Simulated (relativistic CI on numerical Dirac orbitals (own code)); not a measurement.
# Spin-allowed bands of a d7 ion in a tetrahedral site, by hand

Problem. A d7 ion in a tetrahedral site has a 4A2 ground term and spin-allowed bands at ν1 = 5900 and ν2 = 9854 cm⁻¹ (from a computed ligand-field model). Find Δ and the Racah parameter B, and predict the third band.

Working.
1. The F term splits into A2 (−1.2Δ), T2 (−0.2Δ) and T1 (+0.6Δ), so ν1 = E(T2) − E(A2) = Δ = 5900 cm⁻¹.
2. T1(F) mixes with T1(P), which lies at 15B, through an element 0.4Δ. The two roots, counted from A2, are ν2,3 = ½(15B + 3Δ) ∓ ½√[(15B − Δ)² + 12BΔ].
3. Solving the lower root for B gives B = (2ν1² + ν2² − 3ν1ν2)/(15ν2 − 27ν1) = -7694484/-11490 = 670 cm⁻¹.
4. The sum of the roots is 15B + 3Δ, so ν3 = 15B + 3ν1 − ν2 = 17891 cm⁻¹ (559 nm).

Check. The bands were computed by exact diagonalisation of the d7 shell with B = 670 and Δ = 5900 cm⁻¹, which gives ν3 = 17896 cm⁻¹. C does not enter the terms of highest spin.
